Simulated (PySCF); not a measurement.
Species: C8H11F2 (doublet state).
Cartesian coordinates in Å at the PBE0-D3(BJ)/def2-SVP level; atoms count from 1:
```xyz
21
C8H11F2 angstrom
F      2.9570   -1.1279   -0.0459
C      1.8349   -0.8014   -0.7323
F      2.2198   -0.3332   -1.9444
C      1.0653    0.2507    0.0203
C      0.4650   -0.2720    1.3527
C     -1.0385    0.0660    1.2001
C     -1.5798   -0.8206    0.1201
C     -1.0878   -0.2894   -1.1923
C     -0.1524    0.8412   -0.7244
C     -0.9511    1.4103    0.4553
H      1.2603   -1.7310   -0.8929
H      1.7891    1.0588    0.2144
H      0.6370   -1.3491    1.5032
H      0.9040    0.2475    2.2184
H     -1.5945    0.0539    2.1478
H     -2.0242   -1.8047    0.2794
H     -0.6024   -1.0396   -1.8394
H     -1.9102    0.1361   -1.8016
H      0.1283    1.5480   -1.5163
H     -0.4041    2.1828    1.0184
H     -1.9336    1.8074    0.1584
```

The hyperfine couplings belong to this conformer and change with its torsions.

Identity: `C1[C@@H]2C[CH][C@H]1C[C@H]2C(F)F` [radical].

Method used: UKS B3LYP, IGLO-III on C F, pcH-1 on H, non-relativistic, mean-field spin-orbit, GIAO (PySCF). Geometry: PBE0-D3(BJ)/def2-SVP, one conformer, isolated molecule. Stability of the SCF solution: not tested.

Problem. Match the computed a_iso(13C) values +100.8, +77.5, -31.4, -25.7, +12.3, -2.6, +0.9 MHz with the sites C4; C5; C6; C7; C8; C9; C10.

Solution. 
```tsv
site	a_iso (MHz)	ρ(0) (bohr⁻³)	position	distance from C7 (Å)	spin population	largest |T| (MHz)
C4	-2.6	-0.0023	3 bonds from C7	2.86	0.00	1.4
C5	+77.5	+0.0689	2 bonds from C7	2.45	+0.03	10.9
C6	-25.7	-0.0229	1 bond from C7	1.50	-0.09	2.2
C7	+100.8	+0.0896	largest spin population	0.00	+1.06	155.3
C8	-31.4	-0.0279	1 bond from C7	1.50	-0.11	2.5
C9	+0.9	+0.0008	2 bonds from C7	2.35	+0.01	2.3
C10	+12.3	+0.0110	2 bonds from C7	2.34	+0.02	4.2
```

ρ(0) is the spin density at the nucleus and T the dipolar tensor. The largest Mulliken spin populations are on C7 (+1.06), C8 (-0.11), C6 (-0.09) and H18 (+0.06). C7 is the only atom above +0.15. The angles at C7 add up to 358.3°, so it is nearly planar; its axial dipolar tensor and the negative coupling of its proton fit spin in a p orbital normal to that plane.

Examples of negative spin density at the nucleus (bohr⁻³): C8 (-0.0279), C6 (-0.0229) and H16 (-0.0137).

On an x86-64 server with one thread, shared host, this took 4.9 min wall.
